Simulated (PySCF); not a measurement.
**Converging Pb₂⁺ in the basis (MP2)**

PySCF, UHF reference; quartet, unpaired electrons σ ↑, π ↑↑; De to Pb⁺ + Pb without counterpoise correction. Frozen cores follow the default of each basis and core potential.

```
         basis                           relativity  functions  Re (Å)  ωe (cm⁻¹)  De (eV)  frozen orbitals
    cc-pVDZ-PP  scalar-relativistic core potentials         46   2.924        125     2.19                8
      def2-SVP  scalar-relativistic core potentials         52   2.927        125     2.20                8
aug-cc-pVDZ-PP  scalar-relativistic core potentials         64   2.923        125     2.25                8
```

(1) How does each smaller set differ from the one with most functions, aug-cc-pVDZ-PP?

Correlated steps freeze 8 core orbitals. Correlated levels converge slowly with the basis: in double zeta they bind strong bonds too weakly, by up to about 1 eV, and carry superposition errors of some tenths. Spin–orbit coupling is left out, which matters for elements this heavy, above all for dissociation energies. The state is the lowest determinant that a PBE0 search found; another state may lie lower at other levels.

## Answers

(1) cc-pVDZ-PP: +0.1 pm, +0.0 % in ωe, -0.06 eV in De; def2-SVP: +0.4 pm, +0.0 % in ωe, -0.05 eV in De. All at MP2; the set with most functions is neither the basis-set limit nor always the best.
